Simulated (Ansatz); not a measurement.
Stretching the O2–H3 bond in H2O2Pb (SMILES [OH][Pb][OH]) (multiplicity 1 held, fragments rigid). Energies count from the point at 0.966 Å.
Geometry at that point (charge 0, multiplicity 1):
```xyz
5

Pb     0.0578    -0.1420     0.2238
O      1.1458     1.3095    -0.8134
H      0.6459     1.6195    -1.5803
O     -1.5330     0.0132    -1.1585
H     -2.2920    -0.5579    -0.9968
```

Unrestricted levels (U-) break spin symmetry where that is lower. Active spaces are followed from a long bond inwards. Levels need not reach the same state.

Correlated levels freeze the cores. Filled d and f shells under p-block atoms count as core.

Codes used: Ansatz (a quantum-chemistry and plane-wave program). Values without a source in brackets are computed. In def2 rows elements past Kr take small-core potentials, without spin–orbit coupling.

Energies in kJ/mol.

```
R (Å)  U-CCSD/def2-SVP  SC-NEVPT2 on CASSCF(4,3)/def2-SVP  FIC-MRCISD on CASSCF(4,3)/def2-SVP  FIC-MRCISD+Q on CASSCF(4,3)/def2-SVP
-----  ---------------  ---------------------------------  ----------------------------------  ------------------------------------
0.773              155                                176                                 153                                   155
0.870               31                                 38                                  30                                    31
0.966                0                                  0                                   0                                     0
1.063               19                                 15                                  19                                    18
1.160               61                                 56                                  62                                    60
1.305              143                                137                                 142                                   140
1.450              226                                220                                 222                                   221
1.691              347                                339                                 330                                   331
1.933              428                                419                                 401                                   404
2.223              469                                472                                 447                                   451
2.610              481                                499                                 470                                   476
3.093              484                                508                                 478                                   484
```

Doubts at one or more of the structures used: a spin-contaminated determinant (U-CCSD/def2-SVP); T1 above 0.05 (U-CCSD/def2-SVP); active orbitals that take no part (SC-NEVPT2 on CASSCF(4,3)/def2-SVP, FIC-MRCISD on CASSCF(4,3)/def2-SVP, FIC-MRCISD+Q on CASSCF(4,3)/def2-SVP).
